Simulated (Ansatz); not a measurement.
Nudged elastic band run: FGeH$_{5}$O$_{3}$

Input file:

```yaml
crystal:
  periodic: [false, false, false]
  atoms:
    - { symbol: Ge, position_ang: [0.302312, -0.607514, -0.129824] }
    - { symbol: F, position_ang: [0.807085, 1.007678, -0.562077] }
    - { symbol: O, position_ang: [1.313113, -1.170876, 1.183385] }
    - { symbol: O, position_ang: [-1.378324, -0.501842, 0.351923] }
    - { symbol: O, position_ang: [0.498891, -1.661598, -1.5155] }
    - { symbol: H, position_ang: [-0.755036, 2.53711, 0.411958] }
    - { symbol: H, position_ang: [-1.316549, 2.894705, 0.781925] }
    - { symbol: H, position_ang: [2.218339, -1.368049, 0.904523] }
    - { symbol: H, position_ang: [-1.578533, 0.326762, 0.8112] }
    - { symbol: H, position_ang: [-0.111499, -1.456275, -2.237412] }
basis:
  gaussian: { orbitals: def2-SVP }
hamiltonian:
  xc: b3lyp
  dispersion: d4
neb:
  order_check: false
  images: 5
  f_tol: 0.05
  max_iterations: 60
  spring: 0.1
  final_atoms:
    - { symbol: Ge, position_ang: [-0.58021707, 0.64629428, 0.40136529] }
    - { symbol: F, position_ang: [2.0202782, -0.98711531, -0.63964134] }
    - { symbol: O, position_ang: [0.85397621, 0.41454336, 1.38296701] }
    - { symbol: O, position_ang: [-1.83091932, -0.57763758, 0.67666753] }
    - { symbol: O, position_ang: [0.02809233, 0.40320174, -1.30006775] }
    - { symbol: H, position_ang: [1.34406094, -0.48592213, -1.10461384] }
    - { symbol: H, position_ang: [-1.2139628, 2.02227979, 0.56712138] }
    - { symbol: H, position_ang: [1.50912664, -0.12973627, 0.89776436] }
    - { symbol: H, position_ang: [-1.47600741, -1.40442377, 1.03388708] }
    - { symbol: H, position_ang: [-0.65462873, 0.0986169, -1.91534872] }
  initial_path:
    images:
      - { positions_ang: [[0.302312, -0.607514, -0.129824], [0.807085, 1.007678, -0.562077], [1.313113, -1.170876, 1.183385], [-1.378324, -0.501842, 0.351923], [0.498891, -1.661598, -1.5155], [-0.755036, 2.53711, 0.411958], [-1.316549, 2.894705, 0.781925], [2.218339, -1.368049, 0.904523], [-1.578533, 0.326762, 0.8112], [-0.111499, -1.456275, -2.237412]] }
      - { positions_ang: [[0.17707235, -0.46316921, -0.08613663], [1.00543698, 1.09850222, -0.50741478], [1.18970838, -1.01644038, 1.21508494], [-1.47012079, -0.60314528, 0.36470277], [0.38729061, -1.32398535, -1.55228106], [-0.38513412, 2.30340075, 0.21842797], [-1.07367524, 2.51252588, 0.55178859], [2.10116269, -1.07082991, 0.9956773], [-1.65236222, -0.13228301, 0.9754869], [-0.27957964, -1.3044747, -2.175235]] }
      - { positions_ang: [[0.0518327, -0.31882442, -0.04244927], [1.20378895, 1.18932644, -0.45275255], [1.06630377, -0.86200476, 1.24678488], [-1.56191758, -0.70444855, 0.37748255], [0.27569022, -0.98637271, -1.58906212], [-0.01523224, 2.06969149, 0.02489795], [-0.83080148, 2.13034675, 0.32165218], [1.98398637, -0.77361081, 1.0868316], [-1.72619144, -0.59132803, 1.13977379], [-0.44766027, -1.1526744, -2.11305801]] }
      - { positions_ang: [[-0.07340694, -0.17447963, 0.0012381], [1.40214093, 1.28015065, -0.39809033], [0.94289915, -0.70756914, 1.27848482], [-1.65371438, -0.80575183, 0.39026232], [0.16408983, -0.64876006, -1.62584318], [0.35466964, 1.83598224, -0.16863208], [-0.58792772, 1.74816763, 0.09151577], [1.86681006, -0.47639172, 1.1779859], [-1.80002066, -1.05037304, 1.30406069], [-0.61574091, -1.0008741, -2.05088101]] }
      - { positions_ang: [[-0.24234365, 0.09911167, 0.13461383], [1.60818669, 0.52439533, -0.47860733], [0.91325817, -0.33353164, 1.31331222], [-1.71278269, -0.72971375, 0.48573072], [0.11875733, -0.29810613, -1.51725137], [0.68446674, 1.06201412, -0.480626], [-0.79660608, 1.83953835, 0.25005098], [1.74758225, -0.3608399, 1.08457872], [-1.69201624, -1.16838995, 1.21400282], [-0.62870352, -0.6343771, -2.00570358]] }
      - { positions_ang: [[-0.41128036, 0.37270297, 0.26798956], [1.81423244, -0.23135999, -0.55912434], [0.88361719, 0.04050586, 1.34813961], [-1.771851, -0.65367566, 0.58119913], [0.07342483, 0.05254781, -1.40865956], [1.01426384, 0.288046, -0.79261992], [-1.00528444, 1.93090907, 0.40858618], [1.62835445, -0.24528809, 0.99117154], [-1.58401183, -1.28640686, 1.12394495], [-0.64166613, -0.2678801, -1.96052615]] }
      - { positions_ang: [[-0.58021707, 0.64629428, 0.40136529], [2.0202782, -0.98711531, -0.63964134], [0.85397621, 0.41454336, 1.38296701], [-1.83091932, -0.57763758, 0.67666753], [0.02809233, 0.40320174, -1.30006775], [1.34406094, -0.48592213, -1.10461384], [-1.2139628, 2.02227979, 0.56712138], [1.50912664, -0.12973627, 0.89776436], [-1.47600741, -1.40442377, 1.03388708], [-0.65462873, 0.0986169, -1.91534872]] }
```

Launched with:

```bash
$ ansatz run input.yaml --threads 2 --pin off --max-ram 3072MiB --backend cpu --events-out ev --progress --plain --runs-dir out
```

Output, in part (warnings, iteration lines, the closing report on the highest movable image, with atoms numbered from 0):

```
NEB end point (image 0): max|allowed force component| = 2.644e-2 eV/Å (the criterion of neb.relax_end_points is 1.000e-2)
NEB end point (image 6): max|allowed force component| = 2.141e-2 eV/Å (the criterion of neb.relax_end_points is 1.000e-2)
NEB iter   1: max|band force component| = 1.732e1 eV/Å  barrier→ = 6.2481 eV  barrier← = 6.2844 eV  Δτ_max = 0.2000 Å  (186 SCF iters)
NEB iter   2: max|band force component| = 4.280e0 eV/Å  barrier→ = 2.7895 eV  barrier← = 2.8258 eV  Δτ_max = 0.2000 Å  (153 SCF iters)
NEB iter   3: max|band force component| = 2.139e0 eV/Å  barrier→ = 1.7877 eV  barrier← = 1.8240 eV  Δτ_max = 0.1995 Å  (145 SCF iters)
NEB iter   4: max|band force component| = 1.966e0 eV/Å  barrier→ = 1.4942 eV  barrier← = 1.5305 eV  Δτ_max = 0.1996 Å  (149 SCF iters)
NEB iter   5: max|band force component| = 5.071e0 eV/Å  barrier→ = 1.2839 eV  barrier← = 1.3202 eV  Δτ_max = 0.1001 Å  (142 SCF iters)
NEB iter   6: max|band force component| = 1.413e0 eV/Å  barrier→ = 0.9559 eV  barrier← = 0.9922 eV  Δτ_max = 0.1926 Å  (142 SCF iters)
NEB iter   7: max|band force component| = 5.944e-1 eV/Å  barrier→ = 0.8165 eV  barrier← = 0.8529 eV  CI = image 3  Δτ_max = 0.2000 Å  (138 SCF iters)
NEB iter   8: max|band force component| = 2.388e0 eV/Å  barrier→ = 1.0846 eV  barrier← = 1.1209 eV  CI = image 3  Δτ_max = 0.1029 Å  (136 SCF iters)
NEB iter   9: max|band force component| = 9.581e-1 eV/Å  barrier→ = 1.2093 eV  barrier← = 1.2456 eV  CI = image 3  Δτ_max = 0.2000 Å  (133 SCF iters)
NEB iter  10: max|band force component| = 1.290e0 eV/Å  barrier→ = 1.2791 eV  barrier← = 1.3155 eV  CI = image 3  Δτ_max = 0.2000 Å  (134 SCF iters)
NEB iter  11: max|band force component| = 2.067e0 eV/Å  barrier→ = 1.4875 eV  barrier← = 1.5239 eV  CI = image 3  Δτ_max = 0.0992 Å  (136 SCF iters)
NEB iter  12: max|band force component| = 1.147e0 eV/Å  barrier→ = 1.5346 eV  barrier← = 1.5709 eV  CI = image 3  Δτ_max = 0.2000 Å  (135 SCF iters)
NEB iter  13: max|band force component| = 9.917e-1 eV/Å  barrier→ = 1.9226 eV  barrier← = 1.9589 eV  CI = image 3  Δτ_max = 0.2000 Å  (139 SCF iters)
NEB iter  14: max|band force component| = 5.724e-1 eV/Å  barrier→ = 1.8465 eV  barrier← = 1.8828 eV  CI = image 3  Δτ_max = 0.1108 Å  (135 SCF iters)
NEB iter  15: max|band force component| = 2.553e-1 eV/Å  barrier→ = 1.8247 eV  barrier← = 1.8611 eV  CI = image 3  Δτ_max = 0.0710 Å  (138 SCF iters)
NEB iter  16: max|band force component| = 1.748e-1 eV/Å  barrier→ = 1.8230 eV  barrier← = 1.8594 eV  CI = image 3  Δτ_max = 0.0331 Å  (137 SCF iters)
NEB iter  17: max|band force component| = 1.934e-1 eV/Å  barrier→ = 1.8213 eV  barrier← = 1.8577 eV  CI = image 3  Δτ_max = 0.0165 Å  (127 SCF iters)
NEB iter  18: max|band force component| = 5.501e-2 eV/Å  barrier→ = 1.8188 eV  barrier← = 1.8552 eV  CI = image 3  Δτ_max = 0.0331 Å  (128 SCF iters)
NEB iter  19: max|band force component| = 4.194e-2 eV/Å  barrier→ = 1.8183 eV  barrier← = 1.8546 eV  CI = image 3  Δτ_max = 0.0000 Å  (265 SCF iters)
Total energy: -65445.52540197 eV, -2405.0786979519 hartree
Atom 0 at    -0.031690    -0.091370    -0.066094 Å, force     0.003548    -0.004228    -0.005957 eV/Å
Atom 1 at     1.432991     1.264786    -0.351531 Å, force     0.004781    -0.001282     0.013431 eV/Å
Atom 2 at     0.925542    -0.786731     1.241641 Å, force     0.000216     0.002925    -0.012040 eV/Å
Atom 3 at    -1.661675    -0.664668     0.359152 Å, force    -0.002053    -0.000539    -0.003798 eV/Å
Atom 4 at     0.108092    -0.562305    -1.752322 Å, force     0.001036     0.000068     0.011329 eV/Å
Atom 5 at     0.325444     1.769901    -0.081668 Å, force    -0.022680    -0.009482    -0.017393 eV/Å
Atom 6 at    -0.601132     1.622129     0.122433 Å, force     0.012827     0.006982     0.011452 eV/Å
Atom 7 at     1.826237    -0.430587     1.218148 Å, force    -0.000239    -0.000529     0.001257 eV/Å
Atom 8 at    -1.699568    -0.962084     1.279612 Å, force     0.002112     0.004941     0.003498 eV/Å
Atom 9 at    -0.624441    -1.158969    -1.969269 Å, force     0.000452     0.001143    -0.001779 eV/Å
Dipole moment:    -0.159736    -0.039428     0.270075 e Å
```

It converged. Neighbouring images differ by up to 1.6 eV, so the band resolves the path poorly. Another band between the same ends (5 images) ends at a top of the same energy, where a vibrational analysis finds 1 clearly imaginary mode. The orbitals stay closed-shell, which can raise the energy where a bond breaks towards radicals; this wasn't checked here.

Final band (atoms are numbered from 1 in the order of the input):

```json
{"image": "0", "path coordinate (Å)": "0.00", "energy (eV)": "0.00", "Ge1–F2 (Å)": "1.75", "H6–H7 (Å)": "0.76", "Ge1–H7 (Å)": "3.96"}
{"image": "1", "path coordinate (Å)": "1.32", "energy (eV)": "0.03", "Ge1–F2 (Å)": "1.74", "H6–H7 (Å)": "0.76", "Ge1–H7 (Å)": "3.82"}
{"image": "2", "path coordinate (Å)": "2.65", "energy (eV)": "0.38", "Ge1–F2 (Å)": "1.75", "H6–H7 (Å)": "0.76", "Ge1–H7 (Å)": "2.74"}
{"image": "3", "path coordinate (Å)": "3.97", "energy (eV)": "1.82", "Ge1–F2 (Å)": "2.02", "H6–H7 (Å)": "0.96", "Ge1–H7 (Å)": "1.82"}
{"image": "4", "path coordinate (Å)": "5.87", "energy (eV)": "0.26", "Ge1–F2 (Å)": "2.65", "H6–H7 (Å)": "2.50", "Ge1–H7 (Å)": "1.53"}
{"image": "5", "path coordinate (Å)": "7.76", "energy (eV)": "0.00", "Ge1–F2 (Å)": "3.13", "H6–H7 (Å)": "3.35", "Ge1–H7 (Å)": "1.53"}
{"image": "6", "path coordinate (Å)": "9.65", "energy (eV)": "-0.04", "Ge1–F2 (Å)": "3.24", "H6–H7 (Å)": "3.95", "Ge1–H7 (Å)": "1.52"}
```

Run time: 4.9 min on 2 threads of Arm Neoverse V1, on a shared host, peak memory 0.28 GiB.
